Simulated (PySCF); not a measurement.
Isomers of C6H10O2, mass 114.068 u with the commonest isotopes. Theory: PBE0-D3(BJ)/def2-SVP geometry optimisation, gas phase (PySCF). One conformer each, none proved a minimum here; rigid rotors.

**Question.** Order these by rotational constant B, largest first.
A. `[CH2:1]=[C:2]([CH3:3])[C:4](=[O:5])[O:6][CH2:7][CH3:8]` with C1–C2–C4–O5 -178°, C2–C4–O6–C7 180°, C4–O6–C7–C8 -178°
B. `[CH3:1][CH2:2][C:3](=[O:4])[CH2:5][C:6]([CH3:7])=[O:8]` with C1–C2–C3–O4 5°, C2–C3–C5–C6 91°, C3–C5–C6–C7 87° (2,4-hexanedione)
C. `[CH3:1]/[CH:2]=[CH:3]\[CH2:4][O:5][C:6]([CH3:7])=[O:8]` with C2–C3–C4–O5 117°, C3–C4–O5–C6 83°, C4–O5–C6–C7 -179°
D. `[CH2:1]=[CH:2][C:3](=[O:4])[O:5][CH2:6][CH2:7][CH3:8]` with C1–C2–C3–O4 1°, C2–C3–O5–C6 178°, C3–O5–C6–C7 -107°, O5–C6–C7–C8 64° (n-propyl acrylate)
E. `[CH3:1][C:2](=[O:3])[CH:4]([CH3:5])[C:6]([CH3:7])=[O:8]` with C1–C2–C4–C5 -34°, C2–C4–C6–C7 85° (methylacetylacetone)
F. `[CH3:1][CH2:2][CH2:3][C:4](=[O:5])[C:6]([CH3:7])=[O:8]` with C1–C2–C3–C4 180°, C2–C3–C4–O5 1°, C3–C4–C6–C7 -178°
G. `[CH2:1]=[CH:2][CH2:3][O:4][C:5](=[O:6])[CH2:7][CH3:8]` with C1–C2–C3–O4 0°, C2–C3–O4–C5 107°, C3–O4–C5–O6 3°, O4–C5–C7–C8 180°
H. `[CH3:1][C:2]([CH3:3])=[C:4]([CH3:5])[C:6](=[O:7])[OH:8]` with C2–C4–C6–O7 4°, C4–C6–O8–H 179°

**Answer.** E (1769 MHz), H (1659 MHz), B (1269 MHz), A (1198 MHz), D (1119 MHz), G (1077 MHz), F (1042 MHz), C (919.7 MHz).

**Question.** Order these by out-of-plane moment Σ m c² = (Ia + Ib − Ic)/2, smallest first.
A. `[CH3:1]/[CH:2]=[CH:3]\[CH2:4][O:5][C:6]([CH3:7])=[O:8]` with C2–C3–C4–O5 117°, C3–C4–O5–C6 83°, C4–O5–C6–C7 -179°
B. `[CH3:1][CH2:2][C:3](=[O:4])[CH2:5][C:6]([CH3:7])=[O:8]` with C1–C2–C3–O4 5°, C2–C3–C5–C6 91°, C3–C5–C6–C7 87°
C. `[CH3:1][C:2]([CH3:3])=[C:4]([CH3:5])[C:6](=[O:7])[OH:8]` with C2–C4–C6–O7 4°, C4–C6–O8–H 179°
D. `[CH3:1][C:2](=[O:3])[CH:4]([CH3:5])[C:6]([CH3:7])=[O:8]` with C1–C2–C4–C5 -34°, C2–C4–C6–C7 85° (methylacetylacetone)
E. `[CH2:1]=[CH:2][CH2:3][O:4][C:5](=[O:6])[CH2:7][CH3:8]` with C1–C2–C3–O4 0°, C2–C3–O4–C5 107°, C3–O4–C5–O6 3°, O4–C5–C7–C8 180° (allyl propionate)
F. `[CH2:1]=[CH:2][C:3](=[O:4])[O:5][CH2:6][CH2:7][CH3:8]` with C1–C2–C3–O4 1°, C2–C3–O5–C6 178°, C3–O5–C6–C7 -107°, O5–C6–C7–C8 64°
G. `[CH3:1][CH2:2][CH2:3][C:4](=[O:5])[C:6]([CH3:7])=[O:8]` with C1–C2–C3–C4 180°, C2–C3–C4–O5 1°, C3–C4–C6–C7 -178°

**Answer.** C (4.82 u·Å²), G (6.26 u·Å²), A (29.59 u·Å²), E (38.60 u·Å²), B (42.45 u·Å²), F (49.04 u·Å²), D (62.92 u·Å²).

**Question.** Order these by rotational constant A, largest first.
A. `[CH2:1]=[CH:2][C:3](=[O:4])[O:5][CH2:6][CH2:7][CH3:8]` with C1–C2–C3–O4 1°, C2–C3–O5–C6 178°, C3–O5–C6–C7 -107°, O5–C6–C7–C8 64°
B. `[CH3:1]/[CH:2]=[CH:3]\[CH2:4][O:5][C:6]([CH3:7])=[O:8]` with C2–C3–C4–O5 117°, C3–C4–O5–C6 83°, C4–O5–C6–C7 -179°
C. `[CH3:1][C:2]([CH3:3])=[C:4]([CH3:5])[C:6](=[O:7])[OH:8]` with C2–C4–C6–O7 4°, C4–C6–O8–H 179°
D. `[CH3:1][CH2:2][C:3](=[O:4])[CH2:5][C:6]([CH3:7])=[O:8]` with C1–C2–C3–O4 5°, C2–C3–C5–C6 91°, C3–C5–C6–C7 87°
E. `[CH3:1][C:2](=[O:3])[CH:4]([CH3:5])[C:6]([CH3:7])=[O:8]` with C1–C2–C4–C5 -34°, C2–C4–C6–C7 85° (methylacetylacetone)
F. `[CH3:1][CH2:2][CH2:3][C:4](=[O:5])[C:6]([CH3:7])=[O:8]` with C1–C2–C3–C4 180°, C2–C3–C4–O5 1°, C3–C4–C6–C7 -178°
G. `[CH2:1]=[C:2]([CH3:3])[C:4](=[O:5])[O:6][CH2:7][CH3:8]` with C1–C2–C4–O5 -178°, C2–C4–O6–C7 180°, C4–O6–C7–C8 -178°

**Answer.** B (5446 MHz), F (4576 MHz), G (4391 MHz), A (4291 MHz), D (3484 MHz), C (3050 MHz), E (2526 MHz).

```
          SMILES  point group  Ia (u·Å²)  Ib (u·Å²)  Ic (u·Å²)      κ  μa (D)  μb (D)  μc (D)
  C/C=C\COC(C)=O           C1      92.80     549.51     583.14  -0.98    1.16    1.80    0.13
CC(C)=C(C)C(=O)O      near Cs     165.71     304.54     460.62  -0.42    1.14    1.36    0.05
  CCC(=O)CC(C)=O           C1     145.05     398.40     458.55  -0.86    0.08    0.24    1.45
  CCCC(=O)C(C)=O      near Cs     110.44     484.97     582.88  -0.91    0.15    0.13    0.11
    C=CCOC(=O)CC           C1     111.54     469.27     503.61  -0.96    0.50    0.81    1.22
CC(=O)C(C)C(C)=O           C1     200.10     285.76     360.01  -0.35    0.09    0.93    1.17
  C=C(C)C(=O)OCC      near Cs     115.08     421.98     527.46  -0.86    0.65    1.65    0.02
    C=CC(=O)OCCC           C1     117.77     451.59     471.27  -0.97    0.32    0.65    1.34
```
